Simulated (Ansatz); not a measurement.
Ansatz (an electronic-structure program) input:

Ansatz 0.2 input:
```yaml
crystal:
  periodic: [false, false, false]
  atoms:
    - {symbol: Cr, position_ang: [0.08689045, -0.09486340, -0.08085912]}
    - {symbol: O, position_ang: [-1.14191457, -1.07816263, -0.02499530]}
    - {symbol: O, position_ang: [-0.17983425, 1.42984043, -0.88855976]}
    - {symbol: O, position_ang: [1.06107748, -0.06708759, 1.15613242]}
basis:
  gaussian:
    orbitals: def2-SVPD
magnetization: {spin_polarized: true, initial_magnetization: 2}
correlation: {method: ccsd_t, electrons: outside_noble_gas}
```

Question: Predict the final energy.

Answer: -1268.22345 Eh (CCSD(T)/def2-SVPD). The basis has 103 functions.

The spin state was set by rule; other spins were not relaxed.

The program attaches cautions to this result: large difference.

The determinant is spin-contaminated: <S^2> is 3.70 against 2.00 for a pure state.
